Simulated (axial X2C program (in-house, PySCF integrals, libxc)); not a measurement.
## AgP⁺: cheaper levels and CCSD(T), with spin–orbit coupling

Computed with an in-house relativistic program for diatomic molecules. Two-component (2c) means X2C with spin–orbit coupling and atomic mean-field two-electron Coulomb and Gaunt terms. Basis: Ag dyall-cv3z [12s12p8d5f3g], P dyall-v3z [8s7p2d1f] (cores contracted in-house); Gaussian nuclei, density fitting, unrestricted open shells. Masses: Ag 106.905 u, P 30.974 u.

State: Ω = 3/2 (⟨Sz⟩ = 1.50, ⟨Lz⟩ = 0.00 at HF); fragments Ag+ + P.

| level | Re (Å) | ωe (cm⁻¹) | De (eV) |
| --- | --- | --- | --- |
| PBE0 | 2.461 | 207.4 | 1.04 |
| HF | 2.845 | 125.3 | 0.374 |
| MP2 | 2.495 | 195.3 | 0.854 |
| CCSD | 2.565 | 179.1 | 0.786 |
| BHandHLYP | 2.564 | 178.0 | 0.829 |

Correlated methods: 15 electrons correlated (number of frozen shells: Ag 4 s, 3 p, 1 d; P 2 s, 1 p), 249 virtual spin orbitals or spinors in MP2, 90 natural virtuals in coupled cluster.

CCSD(T), same Hamiltonian and basis:

Re = 2.533 Å, ωe = 187.2 cm⁻¹; T1 = 0.010 (Lee–Taylor normalisation).

Task: Give the differences from CCSD(T) in the columns below.

Result: 

| level | ΔRe (Å) | Δωe (cm⁻¹) |
| --- | --- | --- |
| PBE0 | -0.072 | 20.2 |
| HF | 0.312 | -61.9 |
| MP2 | -0.038 | 8.1 |
| CCSD | 0.032 | -8.1 |
| BHandHLYP | 0.031 | -9.2 |

The state is a single determinant with fixed occupations, the lowest that a limited PBE0 search found. Dissociation energies refer to the lowest single-determinant-based atoms at the same level and basis. De is not given where an atomic determinant may have missed its ground term or J level, or where the truncated virtual space spoils (T). Density functionals use the spin component along the axis (collinear). Coupled cluster ran in a truncated set of natural virtual spinors; the MP2 energy of the rest was added. (T) has no such correction and the atoms are truncated less, which lowers De at CCSD(T) by a hundredth of an eV or more. PBE0 can misorder states that lie within some tenths of an eV, so this need not be the ground state of the molecule. The nearest other 2c determinant of the search, Ω = 1/2, lies 0.52 eV up at the distance of the search. With several unpaired electrons one determinant need not be a pure state. This is the top spin component of a Σ state; components of lower Ω are not single determinants and can lie lower.
